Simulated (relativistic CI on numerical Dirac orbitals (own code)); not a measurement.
## Cr⁴⁺ in a cubic cluster: 1s photoemission with charge transfer

Computed with a charge-transfer multiplet model of a cubic metal-ligand cluster with up to 2 ligand holes, Slater and spin-orbit integrals from Dirac-Coulomb-Breit ions, Slater integrals scaled by 0.7. The ground state mixes d2 with configurations of k ligand holes L, whose averages lie at kΔ + k(k − 1)U_dd/2; a core hole lowers each added d electron by U_cd. 20 K, Lorentzian 1.1 eV and Gaussian 0.6 eV FWHM.

Atomic integrals in eV (Slater integrals scaled, ζ unscaled), ground: F2dd 8.205, F4dd 5.167, zeta_d 0.039; with the core hole: F2dd 9.337, F4dd 5.902, zeta_d 0.058, G2cd 0.050.

Cluster parameters (eV): Δ = 1, U_dd = 6.2, U_cd = 7.3, 10Dq(ligand) = 1.3, V(eg) = 3.1, V(t2g) = -1.69, final-state hopping factor = 0.8.

```tsv
Case	n_d	d2	d3L	d4L2	S
10Dq = 0.8 eV	2.86	0.30	0.55	0.16	1.00
10Dq = 1.7 eV	2.84	0.31	0.54	0.15	1.00
10Dq = 2 eV	2.83	0.31	0.54	0.15	1.00
```

Weights, n_d and S are thermal averages at 20 K. Binding energies count from the first peak over 30 % of the highest in each spectrum, which can be another peak from case to case. The parameters are a model scan and need not match a compound or its usual spin state. Peaks in eV (height, largest 100):
- 10Dq = 0.8 eV: 0.0 (100), 4.0 (6), 12.4 (8)
- 10Dq = 1.7 eV: 0.0 (100), 12.1 (9)
- 10Dq = 2 eV: 0.0 (100), 12.0 (9)

For the case 10Dq = 1.7 eV, Δ = 1 eV is smaller than U_dd = 6.2 eV, the charge-transfer side of the Zaanen-Sawatzky-Allen scheme. With the core hole the average of the configuration with one ligand hole lies at Δ − U_cd = -6.3 eV before mixing: the effective hopping of about 5.3 eV (from the holes of the mixed ground state) is comparable with this gap or larger, so the configurations mix strongly.

With at most 2 ligand holes the space is cut while the next configuration still counts, so covalency is underestimated, and a final configuration with one more ligand hole, which can lie low, is missing from the spectra.
